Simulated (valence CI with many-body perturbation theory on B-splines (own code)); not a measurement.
Se3+: calculation against measured levels

Level of theory: configuration interaction combined with many-body perturbation theory (CI+MBPT): three valence electrons over a frozen Dirac-Fock core [Ar] 3d10, a basis of 11 s, 11 p, 10 d, 8 f, 5 g, 2 h functions for each j, with the one-electron correlation potential Σ1 (screened to all orders), the two-electron term Σ2, the three-electron term Σ3, Breit, model QED; selected single and double excitations, second order for the rest, scaled by the run's own slope (own B-spline code, finite nucleus).

Set against measurement, 16 paired levels are off by 170 cm⁻¹ on average, the worst by 676. These come from a selection out of Moore, Atomic Energy Levels, vol. II, NSRDS-NBS 35 (1971 reprint of NBS Circular 467, 1952), an old analysis. Levels without a partner in it may be off by more.

Measured levels: Moore, Atomic Energy Levels, vol. II, NSRDS-NBS 35 (1971 reprint of NBS Circular 467, 1952). Pairs share parity and J, and are chosen by configuration, term and nearness in energy; levels without a clear partner are left out. The analysis is old, and some levels have since been revised. Energies in cm⁻¹ above the measured ground level.

| Computed label | Label in the source | Measured | Computed | Difference |
| --- | --- | --- | --- | --- |
| 4s²4p ²P°_1/2 | 4s2 4p 2P° | 0 | 0.0 | 0 |
| 4s²4p ²P°_3/2 | 4s2 4p 2P° | 4376 | 4364.6 | -11 |
| 4s4p² ²D_3/2 | 4s 4p2 2D | 104211 | 103979.0 | -232 |
| 4s4p² ²D_5/2 | 4s 4p2 2D | 104706 | 104473.6 | -232 |
| 4s4p² ²S_1/2 | 4s 4p2 2S | 128787 | 128612.7 | -174 |
| 4s4p² ²P_1/2 | 4s 4p2 2P | 136134 | 136133.4 | -1 |
| 4s4p² ²P_3/2 | 4s 4p2 2P | 138354 | 138372.8 | +19 |
| 4s²4d ²D_3/2 | 4s2 4d 2D | 153217 | 153137.8 | -79 |
| 4s²4d ²D_5/2 | 4s2 4d 2D | 153606 | 153531.5 | -75 |
| 4s²5s ²S_1/2 | 4s2 5s 2S | 157241 | 157233.5 | -7 |
| 4s²5p ²P°_1/2 | 4s2 5p 2P° | 189913 | 189790.3 | -123 |
| 4s²5p ²P°_3/2 | 4s2 5p 2P° | 191111 | 190979.1 | -132 |
| 4s²4f ²F°_7/2 | 4s2 4f 2F° | 229684 | 229455.0 | -229 |
| 4s²4f ²F°_5/2 | 4s2 4f 2F° | 229714 | 229485.1 | -229 |
| 4s²5d ²D_3/2 | 4s2 5d 2D | 237747 | 237492.8 | -254 |
| 4s²5d ²D_5/2 | 4s2 5d 2D | 237899 | 237645.6 | -253 |
| 4s²6s ²S_1/2 | 4s2 6s 2S | 240745 | 240068.7 | -676 |

Over 16 excited levels the mean absolute difference is 170 cm⁻¹, the median 153 and the largest 676. The comparison draws on a selection of the measured levels: 17 of the 96 computed ones have a partner in it, and others may be off by more.
